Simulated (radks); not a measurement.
Problem. The rhenium ion Re10+ is in [Kr] 4d10 4f14 5s2 5p3. Method: scalar-relativistic Kohn-Sham, LDA (Slater exchange, Perdew-Wang correlation), spin-polarised, spherical densities, finite nucleus; Fermi nuclear charge, rms radius of each element as measured or else 0.836 A^(1/3) + 0.57 fm; computed with a radial shooting solver on a logarithmic mesh with Libxc functionals. Open shells are filled with parallel spins first. One electron is removed from 4f, 5p, 4d, 5s in turn, with full relaxation. Which removal costs least, and what does each cost?

Solution. 5p 209.56 eV; 4f 221.45 eV; 5s 249.51 eV; 4d 436.11 eV. The 5p electron leaves first.
